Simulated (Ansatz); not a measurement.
One change: `COB(N)Br` becomes `NB(Br)O[SiH3]`.

Ansatz, PBE0-D4/def2-TZVP geometries, multiplicity 1. Each molecule was computed in one conformer, which needn't be the lowest.

Scalar relativity is left out up to krypton.

| property | `COB(N)Br` |
| --- | --- |
| HOMO–LUMO gap (B3LYP/def2-TZVPP) / eV | 8.05 |
| size of the dipole moment (B3LYP/def2-TZVPP) / D | 1.45 |
| LUMO energy (PBE0/def2-TZVPP) / eV | 0.89 |
| size of the dipole moment (ωB97M-V/def2-TZVPP) / D | 1.47 |
| HOMO–LUMO gap (PBE0/def2-TZVPP) / eV | 8.65 |
| HOMO energy (PBE0/def2-TZVPP) / eV | -7.76 |

**Question.** Give the same properties after the change, and the shifts. (Estimate.)

**Answer.** The calculation gave: 
```tsv
property	`NB(Br)O[SiH3]`	shift
HOMO–LUMO gap (B3LYP/def2-TZVPP) / eV	7.70	-0.35
size of the dipole moment (B3LYP/def2-TZVPP) / D	1.96	0.51
LUMO energy (PBE0/def2-TZVPP) / eV	0.19	-0.70
size of the dipole moment (ωB97M-V/def2-TZVPP) / D	1.99	0.52
HOMO–LUMO gap (PBE0/def2-TZVPP) / eV	8.20	-0.45
HOMO energy (PBE0/def2-TZVPP) / eV	-8.01	-0.25
```

With PBE0 the HOMO falls by 0.25 eV and the LUMO falls by 0.70 eV, so the gap narrows by about 0.45 eV. PBE moves the HOMO by -0.31 eV and ωB97M-V by -0.21 eV. Dipoles are sizes alone; their direction can turn.

B3LYP here is the variant with VWN-RPA as its local correlation; programs differ in this.

Spin–orbit coupling is left out; it splits and shifts lone-pair levels of the heavy atoms by tenths of an eV.
